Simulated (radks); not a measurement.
Excited configurations of Mo III: one electron is placed in a higher orbital outside [Kr] 4d3. The ground configuration is [Kr] 4d4. Method: Dirac Kohn-Sham, PBE, spin-unpolarised, spherical densities, point nucleus; open shells fill j = l - 1/2 first; computed with a radial shooting solver on a logarithmic mesh with Libxc functionals. Excitation = E - E(ground); binding = E(ion) - E, where the ion is the core of charge +3; n* = 3/sqrt(2 binding) in atomic units, and the quantum defect is n - n*.

outer orbital,excitation (eV),binding (eV),n*,<r> (bohr)
4f5/2,18.608,8.216,3.860,5.274
5d3/2,15.927,10.898,3.352,4.831
6p1/2,17.498,9.326,3.623,6.494
6d3/2,20.209,6.616,4.302,8.610
6f5/2,22.888,3.936,5.577,13.91
7s1/2,20.176,6.649,4.292,9.474
7p1/2,21.021,5.803,4.593,10.56
7f5/2,23.927,2.898,6.500,19.74

The Delta-SCF ionisation energy is 26.825 eV (NIST Atomic Spectra Database: 27.1 eV, semi-empirical). Self-interaction in the functional shifts the binding energies and quantum defects, so they are the method's values and not measured ones. Spin polarisation and multiplet splitting are left out, so open shells lie too high by an amount that depends on their filling.

Beside tabulated values, note that spin-unpolarised runs miss the spin-polarisation part of the exchange energy of open shells.
